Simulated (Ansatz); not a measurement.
Ansatz results at the PBE0-D4/def2-TZVP geometry: size of the dipole moment (B3LYP/def2-TZVPP) 0.20 D; LUMO energy (PBE/def2-TZVPP) -0.44 eV; HOMO–LUMO gap (B3LYP/def2-TZVPP) 6.99 eV.

Each molecule was computed in one conformer, which needn't be the lowest.

(1) Which molecule gave them?
A. `CCC1C=CCC1`
B. `CC=C1CCCC1`
C. `CCCSSCCC`
D. `CCC(O)CC`

## Answers

(1) A. The others give `CCC(O)CC`: 1.56, 0.14, 8.12; `CC=C1CCCC1`: 0.29, -0.40, 6.62; `CCCSSCCC`: 2.00, -1.02, 6.16.

B3LYP here is the variant with VWN-RPA as its local correlation; programs differ in this.
